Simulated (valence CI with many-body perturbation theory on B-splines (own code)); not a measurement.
Er28+: what the settings do

Computed by relativistic CI+MBPT: four valence electrons over a frozen Dirac-Fock core [Kr], a basis of 6 s, 6 p, 5 d, 5 f, 1 g functions for each j, with the one-electron correlation potential Σ1 (screened to all orders), the two-electron term Σ2, the three-electron term Σ3, Breit, model QED; selected single and double excitations, second order for the rest, scaled by the run's own slope (own B-spline code, finite nucleus).

No measured spectrum was set against this ion. As an estimate, large intervals hold to a few tenths of a per cent, small ones and those within an open d or f shell to about a per cent. Only levels of the ground parity were solved; by the run's estimate the other parity begins above the list, which can be wrong where configurations are misplaced.

The reference run has the lowest level (4d3/2^4) J=0 and an ionisation energy of 1047.67 eV. Its largest variational space holds 8836 state functions.

Levels are named by their leading jj configuration (3d3/2^4 stands for four electrons in 3d with j = 3/2), which in mixed levels can hold well under half, so a name can repeat and another be missing. Letters in brackets count levels of one name in rising energy.

Changed runs:
A. highest l in the core sums 6 → 5
B. shift of the energy in Σ1 (hartree) 0 → -8.533; scale of Σ1 1 → 1.1
C. size limit of the variational space 10000 → 3000
D. start configuration 4d4 → 4s4 (bad on purpose)

Excitation energies of the reference run in cm⁻¹, and shifts in cm⁻¹:

| Level | Reference | A | B | C |
| --- | --- | --- | --- | --- |
| (4d3/2^3 4d5/2) J=1 | 64660 | +2.3 | +1941 | -5.8 |
| (4d3/2^3 4d5/2) J=2 | 95189 | +2.8 | +2320 | -23 |
| (4d3/2^3 4d5/2) J=4 | 99368 | +10 | +1922 | -38 |
| (4d3/2^3 4d5/2) J=3 | 106728 | +4.2 | +2220 | -29 |
| (4d3/2^2 4d5/2^2) J=0 | 155965 | +13 | +3720 | 0 |
| (4d3/2^2 4d5/2^2) J=4 [a] | 163099 | +14 | +3843 | -25 |
| (4d3/2^2 4d5/2^2) J=2 [a] | 165121 | +12 | +3386 | -31 |
| (4d3/2^2 4d5/2^2) J=3 [a] | 168293 | +10 | +3676 | -30 |
| (4d3/2^2 4d5/2^2) J=5 | 181157 | +18 | +3757 | -13 |
| (4d3/2^2 4d5/2^2) J=1 | 187852 | +13 | +3841 | -13 |
| (4d3/2^2 4d5/2^2) J=6 | 190536 | +23 | +3784 | -3.6 |
| (4d3/2^2 4d5/2^2) J=4 [b] | 201491 | +18 | +3806 | -40 |
| Ionisation energy (eV) | 1047.67 | +0.06 | -1.92 | 0 |

Run D: It gave no result: a shell was given more electrons than it holds. The program said: "a valence shell holds more than 4l+2 electrons".
